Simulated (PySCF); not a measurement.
Ga(F)(Cl)(vinyl) (C2H3ClFGa), SMILES [CH](=C)[Ga]([F])[Cl]. Geometry optimised at PBE-D3(BJ)/def2-SVP. The structure was generated by enumeration; whether it is a known compound was not checked. One conformer was computed; it need not be the lowest.

Computed equilibrium geometry at PBE-D3(BJ)/def2-SVP (PySCF confirms it by a frequency run) as Cartesian coordinates in Å, and its point group (one conformer of several):
point group Cs.
```xyz
8

Ga     0.3804     0.0955     0.0000
F      1.8592     1.0599     0.0000
Cl    -1.4323     1.2664     0.0000
C      0.3535    -1.8426     0.0000
C     -0.8233    -2.5001     0.0000
H      1.3058    -2.4003     0.0000
H     -0.8734    -3.6038     0.0000
H     -1.7898    -1.9669     0.0000
```
